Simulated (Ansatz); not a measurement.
Mulliken charges of `O/C=[CH]\[AlH2]` from B3LYP/def2-TZVPP in Ansatz (PBE0-D4/def2-TZVP geometry).

```json
{"atom": "O1", "x (Å)": "-0.118", "y (Å)": "1.665", "z (Å)": "-0.841", "charge (e)": "-0.272"}
{"atom": "C2", "x (Å)": "0.518", "y (Å)": "1.185", "z (Å)": "0.238", "charge (e)": "0.078"}
{"atom": "C3", "x (Å)": "0.493", "y (Å)": "-0.077", "z (Å)": "0.701", "charge (e)": "-0.343"}
{"atom": "Al4", "x (Å)": "-0.499", "y (Å)": "-1.487", "z (Å)": "-0.128", "charge (e)": "0.435"}
{"atom": "H5", "x (Å)": "-0.621", "y (Å)": "0.952", "z (Å)": "-1.262", "charge (e)": "0.209"}
{"atom": "H6", "x (Å)": "1.084", "y (Å)": "1.985", "z (Å)": "0.712", "charge (e)": "0.119"}
{"atom": "H7", "x (Å)": "1.090", "y (Å)": "-0.230", "z (Å)": "1.596", "charge (e)": "0.087"}
{"atom": "H8", "x (Å)": "-1.317", "y (Å)": "-1.063", "z (Å)": "-1.437", "charge (e)": "-0.181"}
{"atom": "H9", "x (Å)": "-0.541", "y (Å)": "-2.977", "z (Å)": "0.403", "charge (e)": "-0.132"}
```

By hand: the dipole of these point charges (1 e Å = 4.8032 D).

Σ q r = (0.090, 0.020, 0.118) e Å, of length 0.150 e Å = 0.72 D.

How does the dipole of the full density compare? (Best estimate.)

Computed: (0.039, -0.033, 0.067) e Å, 0.40 D; the point charges give 1.80 times that, at 32° from its direction.

Point charges leave out the atoms' own dipoles, such as those of lone pairs, and Mulliken's split depends on the basis, so the two needn't agree.

B3LYP here is the variant with VWN-RPA as its local correlation; programs differ in this.
